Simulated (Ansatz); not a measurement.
```yaml
crystal:
  periodic: [false, false, false]
  atoms:
    - {symbol: C, position_ang: [-0.103936, -0.597238, 2.375763]}
    - {symbol: B, position_ang: [0.886623, 0.067084, 1.436059]}
    - {symbol: O, position_ang: [2.095635, 0.322102, 1.826608]}
    - {symbol: O, position_ang: [0.239960, 1.171358, 0.689972]}
    - {symbol: C, position_ang: [-0.518004, 1.109090, -0.332964]}
    - {symbol: C, position_ang: [-1.423689, 2.309582, -0.571058]}
    - {symbol: F, position_ang: [-0.663739, 3.374645, -0.888793]}
    - {symbol: F, position_ang: [-2.252011, 2.256134, -1.676257]}
    - {symbol: F, position_ang: [-2.103415, 2.833667, 0.353792]}
    - {symbol: C, position_ang: [-0.732019, -0.022520, -1.080157]}
    - {symbol: C, position_ang: [0.267524, -0.872436, -0.652764]}
    - {symbol: C, position_ang: [0.537062, -2.043028, -1.754693]}
    - {symbol: F, position_ang: [0.557636, -3.260402, -1.189477]}
    - {symbol: F, position_ang: [1.825063, -1.880932, -2.391325]}
    - {symbol: F, position_ang: [-0.397162, -2.231853, -2.666187]}
    - {symbol: O, position_ang: [1.035308, -0.880143, 0.024024]}
    - {symbol: H, position_ang: [-1.154585, -1.003726, 1.929025]}
    - {symbol: H, position_ang: [0.324714, -1.552069, 2.818487]}
    - {symbol: H, position_ang: [-0.401829, -0.115480, 3.238614]}
    - {symbol: H, position_ang: [2.621375, 0.899017, 1.358498]}
    - {symbol: H, position_ang: [-1.233786, 0.082130, -1.963513]}
basis:
  gaussian: {orbitals: def2-mTZVP, fitting: {mean_field: def2-universal-jkfit}}
hamiltonian: {xc: {name: PBE1PBE}, dispersion: rvv10}
output: {forces: true}
```

```sh
$ ansatz run in.yaml --threads 11 --pin off --events-out ev --progress --plain --max-ram 110592MiB --backend cuda --devices 0, --max-vram 75GiB
```

Output, abridged:

```
Error: YAML parse error: error: line 27 column 19: hamiltonian.xc: no functional is named "PBE1PBE"; the names, which are not case-sensitive, are SVWN5, SPW92, PBE, PBE0, PBEsol, revPBE, revPBE0, RPBE, rPW86-PBE, HSE06, wPBEh, LC-wPBE, HISS, HF, BLYP, B3LYP, B3LYP5, BHLYP, CAM-B3LYP, r2SCAN, r2SCANh, r2SCAN0, r2SCAN50, m-r2SCAN, B97, wB97, wB97X, wB97X-V, B97M-V, wB97M-V, B2PLYP, B2GP-PLYP, PBE0-DH, PBE-QIDH
25 | basis:
26 |   gaussian: {orbitals: def2-mTZVP, fitting: {mean_field: def2-universal-jkfit}}
27 | hamiltonian: {xc: {name: PBE1PBE}, dispersion: rvv10}
28 | output: {forces: true}
```

In this input the method's name isn't one that the program takes here. The program refused the input.
